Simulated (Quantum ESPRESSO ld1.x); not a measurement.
The mean radii <r> (bohr) of the occupied orbitals of an atom or ion are listed with their occupations. Calculated with ld1.x of Quantum ESPRESSO 7.5: non-relativistic Kohn-Sham, PBE, spin-unpolarised, spherical densities, point nucleus.

| orbital | occ. | <r> |
|---|---|---|
| 1s | 2 | 0.1040 |
| 2s | 2 | 0.5215 |
| 2p | 6 | 0.4855 |
| 3s | 2 | 1.825 |
| 3p | 2 | 2.137 |

Name the element and its charge.

Answer. Z = 15, phosphorus, charge +1: P+ in [Ne] 3s2 3p2. The 1s radius gives Z: for a bare nucleus <r> = 1.5/Z, 0.1 bohr for Z = 15, and screening makes it slightly larger (0.1040 here). The occupations add up to 14, and the charge is Z minus that.
